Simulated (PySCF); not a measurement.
C2H8Cl2N2Si, singlet, at a GFN2-xTB geometry, atoms displaced at random by about 0.08 Å a coordinate; PySCF with DF-HF/STO-3G, gradient.

Here is a job for PySCF.
```python
from pyscf import gto, scf

mol = gto.M(
    atom='''
C    -0.67337008    2.28766534    0.02211566
N    -0.59997659    1.10073562   -0.53478416
C    -1.77861705    0.92601198   -1.36088700
Si    0.42232591   -0.00665103    0.08250296
N     1.94994653    0.49169120    0.23854850
Cl   -0.27460465   -0.75816275    1.79953665
Cl    0.32595266   -1.60734587   -1.31955995
H    -1.48841850    2.57911399    0.71349198
H    -0.69884754    3.20246139   -0.75462130
H     0.11128266    2.67057980    0.64692254
H    -1.77523253    1.51271878   -2.14220625
H    -2.78336398    1.05763829   -0.68615021
H    -1.81370831   -0.10362873   -1.75996340
H     2.53194925    0.04494284    1.07568967
H     2.38954639    0.96412169   -0.65526299
''',
    basis='sto-3g',
    verbose=4,
)

mf = scf.RHF(mol)
mf = mf.density_fit(auxbasis='def2-universal-jkfit')
mf.kernel()
g = mf.nuc_grad_method()
g.auxbasis_response = False
grad = g.kernel()
```

Question: Write the output that PySCF gives for this input, abridged.

Answer: 
```
PySCF version 2.14.0

[INPUT] verbose = 4
[INPUT] num. atoms = 15
[INPUT] num. electrons = 82
[INPUT] charge = 0
[INPUT] spin (= nelec alpha-beta = 2S) = 0
[INPUT] symmetry False subgroup None
[INPUT] Mole.unit = angstrom
[INPUT] Symbol           X                Y                Z      unit          X                Y                Z       unit  Magmom
[...]
nuclear repulsion = 585.16364289353
number of shells = 35
number of NR pGTOs = 165
number of NR cGTOs = 55
basis = sto-3g
ecp = {}

******** <class 'pyscf.df.df_jk.DFRHF'> ********
method = DFRHF
initial guess = minao
damping factor = 0
level_shift factor = 0
DIIS = <class 'pyscf.scf.diis.CDIIS'>
diis_start_cycle = 1
diis_space = 8
diis_damp = 0
SCF conv_tol = 1e-09
SCF conv_tol_grad = None
SCF max_cycles = 50
direct_scf = False
Set gradient conv threshold to 3.16228e-05
Initial guess from minao.
******** <class 'pyscf.df.df.DF'> ********
auxbasis = def2-universal-jkfit
init E= -1382.5905157331
[...]
cycle= 1 E= -1381.69168026382  delta_E= 0.899  |g|= 0.41  |ddm|= 4.79
[...]
cycle= 2 E= -1381.76447613721  delta_E= -0.0728  |g|= 0.0963  |ddm|= 0.833
[...]
cycle= 3 E= -1381.76845255894  delta_E= -0.00398  |g|= 0.0275  |ddm|= 0.193
[...]
cycle= 4 E= -1381.76887865674  delta_E= -0.000426  |g|= 0.0048  |ddm|= 0.0687
[...]
cycle= 5 E= -1381.76889363211  delta_E= -1.5e-05  |g|= 0.00125  |ddm|= 0.0138
[...]
cycle= 6 E= -1381.76889482532  delta_E= -1.19e-06  |g|= 0.000264  |ddm|= 0.00435
[...]
cycle= 7 E= -1381.7688948744  delta_E= -4.91e-08  |g|= 7.18e-05  |ddm|= 0.000872
[...]
cycle= 8 E= -1381.76889487808  delta_E= -3.68e-09  |g|= 1.66e-05  |ddm|= 0.00025
[...]
cycle= 9 E= -1381.7688948783  delta_E= -2.2e-10  |g|= 3.68e-06  |ddm|= 6.36e-05
[...]
Extra cycle  E= -1381.7688948783  delta_E= -6.82e-13  |g|= 1.42e-06  |ddm|= 8.33e-06
converged SCF energy = -1381.7688948783

******** <class 'pyscf.df.grad.rhf.Gradients'> for <class 'pyscf.df.df_jk.DFRHF'> ********
unit = Eh/Bohr
--------------- DFRHF gradients ---------------
         x                y                z
0 C     0.0130910580    -0.2806567184    -0.0459647747
1 N     0.0230778305     0.0869581776     0.0696331343
2 C     0.0762706180     0.1283921415    -0.1291599346
3 Si     0.0205449037     0.0674419406     0.0506645111
4 N    -0.0950499238    -0.0173713713    -0.0162454519
5 Cl     0.0104208659     0.0175258225    -0.0456731838
6 Cl    -0.0016669701    -0.0049807116    -0.0076492428
7 H     0.0141098704     0.0276649929     0.0155058359
8 H     0.0041748509     0.0596937181    -0.0348018017
9 H    -0.0353551208     0.0228647229    -0.0034305973
10 H     0.0031690620    -0.0933319792     0.1010036485
11 H    -0.0676293864     0.0028015073     0.0509433429
12 H     0.0000650114    -0.0109900396    -0.0069480354
13 H     0.0249976595    -0.0442473660     0.0785420644
14 H     0.0096371962     0.0378607992    -0.0762302702
----------------------------------------------
```
